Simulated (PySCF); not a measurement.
Job for PySCF: D3(BJ) and D4 dispersion corrections on H2 (SMILES [H][H]).

```python
from pyscf import gto
from pyscf.dispersion import dftd3, dftd4

mol = gto.M(
    atom='''
    H     0.00000000    0.00000000    0.37198582
    H    -0.00000000   -0.00000000   -0.37198582
    ''',
    basis='def2-svp',
    charge=0, spin=0, verbose=0, max_memory=1800)
d3, d4 = {}, {}
for xc in ['hf', 'pbe', 'blyp', 'revpbe', 'tpss', 'r2scan', 'b3lyp', 'pbe0', 'bhlyp', 'camb3lyp', 'b2plyp']:
    d3[xc] = float(dftd3.DFTD3Dispersion(mol, xc=xc, version='d3bj', atm=False).get_dispersion()['energy'])
    print(f'D3(BJ) {xc:10s} {d3[xc]:14.8f} Eh')
for xc in ['hf', 'pbe', 'blyp', 'revpbe', 'tpss', 'r2scan', 'b3lyp', 'pbe0', 'bhlyp', 'camb3lyp', 'b2plyp']:
    d4[xc] = float(dftd4.DFTD4Dispersion(mol, xc={'camb3lyp': 'cam-b3lyp'}.get(xc, xc), atm=True).get_dispersion()['energy'])
    print(f'D4     {xc:10s} {d4[xc]:14.8f} Eh')
```

It printed:

```
D3(BJ) hf            -0.00117364 Eh
D3(BJ) pbe           -0.00009172 Eh
D3(BJ) blyp          -0.00017715 Eh
D3(BJ) revpbe        -0.00027727 Eh
D3(BJ) tpss          -0.00010508 Eh
D3(BJ) r2scan        -0.00002154 Eh
D3(BJ) b3lyp         -0.00014081 Eh
D3(BJ) pbe0          -0.00006893 Eh
D3(BJ) bhlyp         -0.00009780 Eh
D3(BJ) camb3lyp      -0.00005081 Eh
D3(BJ) b2plyp        -0.00005583 Eh
D4     hf            -0.00039018 Eh
D4     pbe           -0.00007417 Eh
D4     blyp          -0.00017992 Eh
D4     revpbe        -0.00039475 Eh
D4     tpss          -0.00010103 Eh
D4     r2scan        -0.00001842 Eh
D4     b3lyp         -0.00011575 Eh
D4     pbe0          -0.00005901 Eh
D4     bhlyp         -0.00006405 Eh
D4     camb3lyp      -0.00005559 Eh
D4     b2plyp        -0.00005062 Eh
```

The run finished.

Cost: around 0.020 core-seconds (rough).
